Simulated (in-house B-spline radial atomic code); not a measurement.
The numbers below are computed, except where a source is named.
# Co in an electron gas of r_s = 2: phase shifts, screening, friction and resistivity

A nucleus sits in a uniform electron gas with a rigid positive background. The Kohn-Sham equations are solved self-consistently in the spin-unpolarised LDA (PW92), non-relativistic, on B-splines with outgoing waves at the boundary and partial waves to l = 8. The model has no lattice, no bands and no magnetic solution. Atomic units; δ_l are the phase shifts at the Fermi level, counted so that each bound state adds π, and good to about 0.0005.

The density parameter is r_s = 2 bohr, near that of the valence electrons of Si (4 per atom, density 2.33 g/cm³, mass 28.09 u, which gives r_s = 2.01).

```json
{"l": "0", "δ_l (rad)": "9.1194"}
{"l": "1", "δ_l (rad)": "6.4235"}
{"l": "2", "δ_l (rad)": "2.7522"}
{"l": "3", "δ_l (rad)": "0.0265"}
{"l": "4", "δ_l (rad)": "0.0061"}
{"l": "5", "δ_l (rad)": "0.0010"}
{"l": "6", "δ_l (rad)": "0.0001"}
{"l": "7", "δ_l (rad)": "-0.0002"}
{"l": "8", "δ_l (rad)": "-0.0001"}
```

Bound levels below the band bottom (hartree): s -274.8, s -31.59, p -27.36, s -2.924, p -1.669.

Q: Check the Friedel sum rule, and say where the screening charge sits.

A: k_F = (9π/4)^(1/3)/r_s = 0.95958. The rule is Z = (2/π) Σ (2l + 1) δ_l. The terms are s 5.806, p 12.268, d 8.761, f 0.118 and 0.040 beyond, in all 26.992 against Z = 27. Bound states hold 6 s, 12 p, 0 d electrons, so the scattering states carry 8.99 in all; where a term is smaller than its bound count, the bound level has drawn weight out of the band.

Q: Find the transport cross section and the electronic stopping of a 2 keV Co ion (mass 58.93 u).

A: σ_tr = (4π/k_F²) Σ (l + 1) sin²(δ_l − δ_(l+1)). The terms for l = 0 to 3 are 0.1858, 0.5106, 0.4897, 0.0017, all together 1.1879, so σ_tr = 13.647 × 1.1879 = 16.212 bohr². With n = 3/(4π r_s³) = 0.02984, the friction coefficient is Q = n k_F σ_tr = 0.4642. For v well below v_F = 0.960, dE/dx = Q v; with 24801 eV per u at v = 1, v = √(2000/(24801 × 58.93)) = 0.0370, so dE/dx = 0.01717 hartree/bohr = 8.83 eV/nm. The largest term couples the p and d waves.

Q: What residual resistivity would 1 atomic per cent of such centres give in a metal of this density?

A: Δρ = k_F n_i σ_tr/n in atomic units of 21.74 μΩ·cm. With one host atom per 4 electrons, n_i/n = 0.01/4, so Δρ = 0.9596 × 0.00250 × 16.212 × 21.74 = 0.85 μΩ·cm. This is an atom added to the gas, as on an interstitial site.

Q: On a substitutional site the background of one host ion, a sphere holding 4 charges, is taken out. The phase shifts for l = 0 to 4 become 8.4957, 5.7742, 2.2590, -0.0956, -0.0259. What follows?

A: The Friedel sum is now 22.99, for Z − 4 = 23. The sum in σ_tr is 1.9590, so σ_tr = 26.74 bohr² and Δρ = 1.39 μΩ·cm per atomic per cent, 1.65 times the value above. A real host ion scatters too, so this model doesn't give zero even for the host's own atom.
